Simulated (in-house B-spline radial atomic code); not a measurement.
# The niobium ion Nb⁵⁺: [Ar] 3d10 4s2 4p6

Computed with an all-electron radial atomic-structure program (B-spline basis): non-relativistic PBE0, spin-polarised, spherical fractional occupations, exact exchange averaged over the configuration, point nucleus.

Effective charges: Z_r = [3n² - l(l+1)]/(2<r>) from the radius, Z_e = n√(-2ε) from the energy, and Slater's rules. Values are occupation-weighted means over spin.

```
shell  electrons   ε (eV)  <r> (bohr)    Z_r    Z_e  Slater
   1s          2   -18497      0.0372  40.32  36.87   40.70
   2s          2  -2620.4      0.1628  36.85  27.76   36.85
   2p          6  -2411.1      0.1398  35.77  26.62   36.85
   3s          2  -497.37      0.4537  29.75  18.14   29.75
   3p          6  -417.36      0.4497  27.80  16.62   29.75
   3d         10   -271.4      0.4309  24.37  13.40   19.85
   4s          2  -120.11       1.148  20.91  11.88   13.25
   4p          6  -96.044       1.237  18.60  10.63   13.25
```

The least bound orbital is 4p at -96.04 eV, and it is also the most diffuse (<r> = 1.237 bohr).
